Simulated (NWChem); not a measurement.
Species: C4H4OS; SMILES C=C1OC=CS1

Results from NWChem. Each level has its own optimisation; frequencies are unscaled. Brackets give each atom's bonded neighbours.

For level Hartree-Fock/STO-3G:

```
Quantity                           Value
---------------------------------  -----
r C–S [C(COS)–S(CC)] (Å)           1.776
highest harmonic frequency (cm⁻¹)   3833
lowest (cm⁻¹)                        166
zero-point energy (kcal/mol)        51.7
```

Task: How do the values read with level B3LYP/3-21G instead?

Result: 
- r C–S [C(COS)–S(CC)] (Å) = 1.864
- highest harmonic frequency (cm⁻¹) = 3328
- lowest (cm⁻¹) = 135
- zero-point energy (kcal/mol) = 44.1
